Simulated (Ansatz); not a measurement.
Calculated with Ansatz (gas phase, PBE0-D4/def2-TZVP geometries, no zero-point term in ΔE). CBS: MP2 limit from def2 TZ/QZ plus the TZ coupled-cluster correction, frozen cores. DFT in def2-TZVPP. B3LYP here is the variant with VWN-RPA as its local correlation; programs differ in this. def2 core potentials past Kr. For Te outer-core shells are correlated without core-valence functions, which leaves a few kJ/mol of doubt a bond. Each species was taken in one conformer, which may not be the lowest.

Reaction (formal exchange of groups at a Te–C bond): `NC([TeH])[SiH2]F` + `[AlH2][CH2][SiH3]` → `[SiH3][CH2][AlH][TeH]` + `NC[SiH2]F`

| level | ΔE (kJ/mol) |
| --- | --- |
| PBE-D4 | -133.0 |
| B3LYP-D4 | -137.9 |
| ωB97X-V | -149.4 |
| ωB97M-V | -147.4 |
| B2PLYP | -145.3 |
| HF/def2-TZVPP | -170.1 |
| MP2/def2-TZVPP | -146.1 |
| MP2/def2-QZVPP | -145.7 |

(1) What does CCSD(T)/CBS give? (Estimate.)

Largest T1 diagnostic among the species: 0.012.

Answers

(1) Ansatz gave: -146.2 kJ/mol. The listed levels differ from it by 13.2, 8.3, -3.2, -1.2, 0.9, -23.9, 0.1, 0.5 kJ/mol.

In def2-TZVPP, CCSD(T) changes the Hartree–Fock value by +23.8 kJ/mol (the triples alone add +5.6 kJ/mol) and MP2 by +24.0 kJ/mol. The D4 term adds +6.1 kJ/mol with B3LYP and +2.8 kJ/mol with PBE0; it sums over pairs of atoms, weighted by their polarisabilities, and B3LYP, whose exchange is more repulsive, gets the larger term.
